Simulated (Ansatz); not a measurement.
Basis-set extrapolation for H8OSSi3, SMILES `O[Si]([SiH3])([SiH3])S` (PBE0-D4/def2-TZVP geometry, frozen core, Ansatz 0.2.0). Multiplicity 1, RHF reference.

```
                       def2-TZVPP    def2-QZVPP
                 HF  -1344.003615  -1344.045417
    MP2 correlation     -0.794858     -0.859179
CCSD(T) correlation     -0.903653       not run
```

Energies in hartree. Use E(X) = E(∞) + A·exp(−7.88·√X) for Hartree–Fock and E(X) = E(∞) + B·X^(−2.97) for correlation, with X = 3 and 4, and add CCSD(T) minus MP2 of the smaller set to the MP2 limit.

**Question.** What is the CCSD(T) energy at the basis-set limit?

**Answer.** HF limit: -1344.045417 + (-0.041802) × 0.13774 = -1344.05117. MP2 limit: -0.859179 + (-0.064321) × 0.74074 = -0.90682. Higher-order term: -0.903653 − (-0.794858) = -0.10880. Total: -1345.06679 hartree, 418.8 kJ/mol below CCSD(T)/def2-TZVPP.
